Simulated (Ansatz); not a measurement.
Molecule: CH4Al, net charge 1, singlet state. It need not be the lowest isomer of its formula. SMILES: [CH3][AlH+]
Structure (B3LYP-D3(BJ)/def2-TZVP (Ansatz, an electronic-structure program) minimum search):
```
C
H 1 1.0932
H 1 1.0932 2 108.94
H 1 1.0932 2 108.94 3 118.73
Al 1 1.9063 2 109.99 3 -120.64
H 5 1.5534 2 155.75 1 180.00
```
Charge +1, spin multiplicity 1.

Parts of the frozen-core correlation energy in STO-3G (Ansatz, hartree). Frozen orbitals: 6; correlated occupied orbitals by spin: 5 and 5; virtual: 7 and 7. No spin-orbit coupling. Non-relativistic.

| term | value |
|---|---|
| reference (HF) | -278.58574 |
| MP2 opposite-spin | (withheld) |
| MP2 same-spin | (withheld) |
| CCSD correlation | -0.10973 |
| (T) | (withheld) |
| FCI minus CCSD(T) | -0.00051 |
| T1 diagnostic | 0.008 |
| largest doubles amplitude | 0.106 |

### Question
What belongs in the gaps?

### Answer

- MP2 opposite-spin, value: -0.07301
- MP2 same-spin, value: -0.00720
- (T), value: -0.00094
